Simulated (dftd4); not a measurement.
triplet methylene (CH2), triplet, at a GFN2-xTB geometry; D4 for b3lyp run with dftd4.

The dftd4 input:
```
$ dftd4 mol.xyz --func b3lyp --charge 0 --json dftd4.json --noedisp --grad

# file mol.xyz
3

C      0.00386916     0.00066529     0.10150064
H      0.00046091     0.97908788    -0.31139250
H     -0.02367585    -0.98307960    -0.29761136
```

Question: Predict the main parts of the log of this dftd4 run.

Answer: 
```
                    ____  _____ _____     ____  _  _
      -------------|  _ \|  ___|_   _|---|  _ \| || |------------
     |             | | | | |_    | | ___ | | | | || |_           |
     |             | |_| |  _|   | ||___|| |_| |__   _|          |
     |             |____/|_|     |_|     |____/   |_|            |
     |             ===================================           |
     |            E. Caldeweyher, S. Ehlert & S. Grimme          |
     |          Mulliken Center for Theoretical Chemistry        |
     |                    University of Bonn                     |
      -----------------------------------------------------------

Rational (Becke-Johnson) damping: b3lyp-D4-ATM
---------------------
  s6         1.0000
  s8         2.0293
  s9         1.0000
  a1         0.4087
  a2         4.5381
 alp        16.0000
--------------------

Dispersion energy:      -5.2859614095900E-04 Eh

Gradient norm:           3.9723667985066E-05 Eh/a0
--------------------------------------------------
     #    Z           dE/dx      dE/dy      dE/dz
--------------------------------------------------
     1    6 C    -9.987E-07 -1.717E-07 -2.620E-05
     2    1 H     2.960E-07 -1.645E-05  1.322E-05
     3    1 H     7.027E-07  1.662E-05  1.298E-05
--------------------------------------------------

Virial:
--------------------------------------------------
      component           x          y          z
--------------------------------------------------
          x      -3.849E-08 -7.591E-07 -7.610E-07
          y      -7.591E-07 -6.130E-05  2.988E-07
          z      -7.610E-07  2.988E-07 -2.010E-05
--------------------------------------------------

[Info] Dispersion results written to 'dftd4.txt'
[Info] JSON dump of results written to 'dftd4.json'
```
